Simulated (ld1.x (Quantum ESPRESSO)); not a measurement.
# Before and after: RRKJ potential for titanium

ld1.x (Quantum ESPRESSO) 7.5 input, shortened:

```
&input
   title='Ti', zed=22., rel=2, dft='PBE', iswitch=3,
   config='[Ar] 3d2 4s2 4p0', rel_dist='average'
 /
 &inputp
   pseudotype=2, tm=.false., lloc=0,
   nlcc=.true., new_core_ps=.true., rcore=1.15
 /
3
4P  2  1   0.00   0.00  3.85  3.85  0.0
3D  3  2   2.00   0.00  1.30  1.30  0.0
4S  1  0   2.00   0.00  2.15  2.15  0.0
 &test
   configts(1)='3d2 4s2 4p0'
 /
```

Open shells are filled in proportion to 2j + 1 (rel_dist='average').

All-electron outer shells of the reference configuration (PBE, scalar-relativistic, ld1.x):

```
shell  level (eV)  outermost node (bohr)  outermost maximum (bohr)
   3s      -62.63                   0.40                      0.87
   3p      -38.86                   0.37                      0.90
   4s       -4.47                   1.24                      2.92
   3d       -4.26                      –                      0.98
   4p       -1.47                   1.39                      3.80
```

Change: wave 4s (bound): rc 2.15 bohr becomes 4s (bound): rc 2.52 bohr.

Cutoffs: the cutoffs (Ry, on a coarse ladder) from which the occupation-weighted sum of valence levels, in a spherical-Bessel basis at the reference potential, stays within 10 and 1 mRy of its value at 400 Ry; they do not see the model core or the augmentation charge, which bear on the density cutoff. Errors are all-electron minus pseudo energies relative to the spin-unpolarised reference configuration.

Question: Predict the effect on cutoff, ghosts and configuration errors.

Answer: The potential gets neither clearly harder nor softer (90 Ry and 100 Ry → 90 Ry and 100 Ry); the d channel sets the loose cutoff, while the largest relative change is in s, which becomes softer; of the 7 tests that both files solve, the error grows in 4 and shrinks in 0 by more than 15 % and 0.3 meV (median size 33.9 → 42.5 meV); the range in which the p3/2 phases agree narrows (upper end 4.5 → 1.5); neither file shows a bound ghost. More of the atom is replaced by a form fitted at one configuration, so other configurations suffer.

```tsv
quantity	base	changed
cutoff, loose	90 Ry	90 Ry
cutoff, tight	100 Ry	100 Ry
loose cutoff by channel (10 mRy a level)	d 80 Ry, s 10 Ry	d 80 Ry, s 6 Ry
bound ghosts	none	none
error for 3d2 4s1 4p0, meV [ΔE 7.35 eV]	-3.0	-5.9
error for 3d2 4s0 4p0, meV [ΔE 20.92 eV]	-34	-43
error for 3d1 4s0 4p0, meV [ΔE 47.87 eV]	-656	-582
error for 3d1 4s2 4p0, meV [ΔE 9.74 eV]	-283	-411
error for 3d2 4s0 4p1, meV [ΔE 11.12 eV]	-24	-27
error for 3d1 4s2 4p1, meV [ΔE 4.67 eV]	-419	-505
error for 3d2 4s0 4p2, meV [ΔE 6.29 eV]	-24	-25
s: phases at 4.22 bohr within 0.05 rad from the reference energy up to (Ry; the scan ends near 5)	0.7	0.9
p1/2: phases at 4.22 bohr within 0.05 rad from the reference energy up to (Ry; the scan ends near 5)	1.6	1.5
p3/2: phases at 4.22 bohr within 0.05 rad from the reference energy up to (Ry; the scan ends near 5)	4.5	1.5
d3/2: phases at 4.22 bohr within 0.05 rad from the reference energy up to (Ry; the scan ends near 5)	0.2	0.2
d5/2: phases at 4.22 bohr within 0.05 rad from the reference energy up to (Ry; the scan ends near 5)	0.2	0.2
```
